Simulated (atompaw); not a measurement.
I: one change to a PAW (atompaw) potential, before and after

* Element: iodine (I)
* Generator: atompaw 4.2.0.5
* Type: PAW
* Functional: PBE
* Relativity: scalar-relativistic
* Frozen core: [Kr]
* Valence charge: 17
* Reference configuration: 4d10 5s1 5p6
* Partial waves: 5s (bound): rc 1.50 bohr; 5s channel at 1.9 Ry: rc 1.50 bohr; 5p (bound): rc 2.35 bohr; 5p channel at 0.3 Ry: rc 2.35 bohr; 4d (bound): rc 2.35 bohr; 4d channel at -1.55 Ry: rc 2.35 bohr
* Local potential: troulliermartins scheme with l = 3 at 0 Ry, radius 1.85 bohr
* Core correction: smooth core density matched at 1.45 bohr
* Augmentation charge: besselshape compensation charge, radius 2.25 bohr; PAW radius 2.35 bohr; waves and projectors: custom polynom vanderbiltortho

Change: augmentation besselshape compensation charge, radius 2.25 bohr; PAW radius 2.35 bohr; waves and projectors: custom polynom2 7 10 vanderbiltortho.

Cutoffs: the cutoffs (Ry, on a coarse ladder) from which the occupation-weighted sum of valence levels, in a spherical-Bessel basis at the reference potential, stays within 10 and 1 mRy of its value at 400 Ry; they do not see the model core or the augmentation charge, which bear on the density cutoff.

Question: What does the change do?

Answer: The potential gets neither clearly harder nor softer (30 Ry and 45 Ry → 25 Ry and 50 Ry); both files keep a bound ghost (p, s); the range in which the d phases agree narrows (upper end at the end of the scan → 0.9).

| quantity | base | changed |
| --- | --- | --- |
| cutoff, loose | 30 Ry | 25 Ry |
| cutoff, tight | 45 Ry | 50 Ry |
| loose cutoff by channel (10 mRy a level) | s 21 Ry, p 6 Ry, d 15 Ry | s 18 Ry, p 6 Ry, d 10 Ry |
| bound ghosts | s, p | s, p |
| s: phases at 2.37 bohr within 0.05 rad from the reference energy up to (Ry; the scan ends near 5) | to the end of the scan | to the end of the scan |
| p: phases at 2.37 bohr within 0.05 rad from the reference energy up to (Ry; the scan ends near 5) | to the end of the scan | to the end of the scan |
| d: phases at 2.37 bohr within 0.05 rad from the reference energy up to (Ry; the scan ends near 5) | to the end of the scan | 0.9 |
| lowest overlap eigenvalue by channel | s 0.24, p 0.18, d 0.93 | s 0.12, p 0.77, d 0.96 |

 A true bound ghost makes a file unfit for plane-wave use even where its test errors are small: the radial tests pick states by their node count and pass the ghost by. The cutoffs see the waves, projectors and local potential, not the compensation charge or the core.
